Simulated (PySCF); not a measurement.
Simulation results for GeH6NSi

Calculation on a computer-drawn molecule: optimised geometry and harmonic frequencies of an isolated molecule of the commonest isotopes, restricted reference for singlets and unrestricted otherwise, frozen core in MP2; on germanium a core potential holds 10 electrons, which the energies leave out, and 3d is frozen in MP2 and coupled-cluster steps. Program: PySCF 2.14.0.

Entry: GeH6NSi

Start structure:
```xyz
9
GeH6NSi
Si     1.4884     1.7273     2.4029
N      0.9541     0.3191     1.3670
Ge     0.2175     0.5980    -0.2729
H      2.2769     2.5558     1.5435
H      2.0676     1.1687     3.5447
H      0.6656    -0.3798     1.9030
H     -1.1247     1.2571    -0.1882
H      0.0397    -0.7337    -0.8336
H      1.1466     1.4132    -0.9837
```

- charge: 0
- multiplicity: 2
- method: HF
- basis: cc-pV(D+d)Z
- basis and core potential on germanium: cc-pVDZ-PP ECP10MDF

Drawn bonds:
| atom | other atom | order |
| --- | --- | --- |
| 1 | 2 | 1 |
| 2 | 3 | 1 |
| 1 | 4 | 1 |
| 1 | 5 | 1 |
| 2 | 6 | 1 |
| 3 | 7 | 1 |
| 3 | 8 | 1 |
| 3 | 9 | 1 |

**Q.** What spin squared does the calculation give for GeH6NSi?
**A.** 0.7551

**Q.** GeH6NSi: total energy?
**A.** -640.2370 hartree

**Q.** GeH6NSi: rotational constants?
**A.** 26.53, 2.04, 1.954 GHz

Further results for GeH6NSi:

* convergence status largest gradient component: 1.309e-06 hartree/bohr

Optimised structure:
```xyz
9
GeH6NSi
Si     1.5904     1.6877     2.4472
N      0.6683     0.5584     1.5214
Ge     0.1887     0.5907    -0.2620
H      2.4442     2.4667     1.5154
H      2.4410     0.9779     3.4418
H      0.2017    -0.1555     2.0550
H     -1.3030     0.9098    -0.4174
H      0.4700    -0.7811    -0.8826
H      1.0305     1.6713    -0.9360
```

Modes:
| frequency (cm⁻¹) | reduced mass (dalton) |
| --- | --- |
| 29.31 | 1.293 |
| 78.62 | 1.22 |
| 197.8 | 4.247 |
| 376 | 1.169 |
| 542.5 | 2.971 |
| 652.4 | 1.118 |
| 691.2 | 1.133 |
| 829.3 | 1.408 |
| 848 | 1.196 |
| 897 | 1.811 |
| 947 | 1.029 |
| 966.1 | 1.083 |
| 981.6 | 1.067 |
| 1005 | 1.305 |
| 1292 | 1.291 |
| 2209 | 1.024 |
| 2232 | 1.02 |
| 2247 | 1.033 |
| 2258 | 1.019 |
| 2284 | 1.046 |
| 3771 | 1.075 |
